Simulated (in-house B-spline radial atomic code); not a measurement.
Computed with a B-spline radial atomic code. Model: two electrons, singlet ground state, non-relativistic, full CI in B-splines with partial waves to l = 8 (at full coupling up to 3e-4 hartree above the limit, correlation up to 0.6 % small), density held at that of full coupling by Lieb maximisation.

Along the adiabatic connection the electron repulsion is scaled by a coupling λ while a local potential keeps the density fixed. At λ = 0 the system is the Kohn-Sham one and W equals the exchange energy; the exchange-correlation energy is the area under W between 0 and 1. The kinetic energy rises with λ as the electrons avoid each other, with dT/dλ = −λ dW/dλ.

Command:
```bash
python run_ac.py task.json out
```
Settings (lengths in bohr, energies in hartree):
```
potential              dot
strength               0.255
lmax                   8
second                 -1
```

Time taken, with all properties: 29 s on 1 thread of Intel(R) Xeon(R) Processor @ 2.30GHz, with other jobs on the host.

**W = mean repulsion less Hartree energy, and W of three functionals.**

Given: confinement charge in harmonic well; well frequency 0.255 hartree; nuclear charge -1; external potential omega^2 r^2/2 - Z/r.

Computed: LDA exchange minus exact 34.489 millihartree; SCAN exchange minus exact -6.0331 millihartree.

```
coupling  W xc (hartree)  W xc minus exchange (millihartree)  kinetic minus Kohn-Sham (millihartree)  LDA (PW92) W minus its exchange (millihartree)  PBE W minus its exchange (millihartree)  SCAN W minus its exchange (millihartree)
       0        -0.28108                                   0                                       0                                               0                                        0                                         0
    0.02        -0.28355                               -2.47                                    0.02                                            -9.1                                    -3.77                                     -1.87
    0.05        -0.28709                               -6.01                                    0.15                                          -17.64                                    -8.39                                     -4.51
    0.12        -0.29463                             -13.553                                    0.78                                           -31.6                                   -17.12                                    -10.16
    0.25        -0.30635                             -25.268                                    2.92                                          -49.15                                    -29.5                                    -19.18
     0.4        -0.31695                             -35.865                                    6.33                                          -63.44                                   -40.41                                    -27.84
     0.6               ?                                   ?                                       ?                                               ?                                        ?                                         ?
     0.8        -0.33548                             -54.404                                   17.09                                           -88.1                                   -60.54                                    -44.91
       1        -0.34153                             -60.452                                   22.51                                           -96.6                                   -67.77                                    -51.24
     1.4               ?                                   ?                                       ?                                               ?                                        ?                                         ?
       2        -0.35824                             -77.161                                   46.28                                         -123.04                                   -90.99                                    -71.36
       3        -0.36603                             -84.949                                   65.37                                         -137.68                                  -104.21                                    -81.95
     4.5        -0.37245                             -91.374                                   88.98                                         -151.23                                  -116.62                                     -90.7
       7        -0.37823                             -97.151                                  121.45                                         -164.55                                  -128.95                                    -97.87
      10        -0.38218                              -101.1                                  154.53                                         -174.13                                  -137.88                                   -102.02
```

(1) What belongs in the row 0.6?

(2) What belongs in the row 1.4?

(3) What is the PBE exchange minus exact?

**Energy parts, natural occupations and partial-wave weights.**

Computed: exchange energy -0.28108 hartree; correlation energy -0.037945 hartree; initial slope twice GL2 -0.12572 hartree; kinetic part over minus potential part 0.3723; Hartree energy 0.56216 hartree; Kohn-Sham kinetic 0.24481 hartree; Lieb Oxford ratio E_xc over LDA exchange 1.2937.

```json
{"natural": "s", "occupation of the shell (electrons)": "1.8404"}
{"natural": "p", "occupation of the shell (electrons)": "0.15668"}
{"natural": "s", "occupation of the shell (electrons)": "0.0012899"}
{"natural": "d", "occupation of the shell (electrons)": "?"}
{"natural": "f", "occupation of the shell (electrons)": "0.00014283"}
{"natural": "p", "occupation of the shell (electrons)": "0.00014171"}
```

(4) What belongs in the row d?

```
wave      weight
   s     0.92084
   p           ?
   d  0.00064684
   f  7.6165e-05
   g  1.6522e-05
```

(5) What belongs in the row p?

(6) What is the total energy?

(7) What is the kinetic part of the DFT correlation energy?

## Answers

(1) W xc (hartree): -0.32759; W xc minus exchange (millihartree): -46.504; kinetic minus Kohn-Sham (millihartree): 11.6; LDA (PW92) W minus its exchange (millihartree): -77.46; PBE W minus its exchange (millihartree): -51.68; SCAN W minus its exchange (millihartree): -37.26.

(2) W xc (hartree): -0.35014; W xc minus exchange (millihartree): -69.058; kinetic minus Kohn-Sham (millihartree): 32.71; LDA (PW92) W minus its exchange (millihartree): -109.53; PBE W minus its exchange (millihartree): -79.01; SCAN W minus its exchange (millihartree): -61.1.

(3) 4.1825 millihartree.

(4) occupation of the shell (electrons): 0.0012623.

(5) weight: 0.078412.

(6) 1.9391 hartree.

(7) 0.022506 hartree.

Half-way to full coupling W has made 68 % of its drop, against 50 % for a straight line, and second-order (GL2) theory, half the initial slope, overshoots the correlation energy by about 66 %: correlation is strong. Over couplings 0 to 1 the errors in E_xc come to about +7.2 millihartree for LDA, -0.7 millihartree for PBE, +1.3 millihartree for SCAN, so PBE is nearest. In LDA and PBE and SCAN the errors of exchange and correlation have opposite signs, so the sum is smaller than the larger of the two.
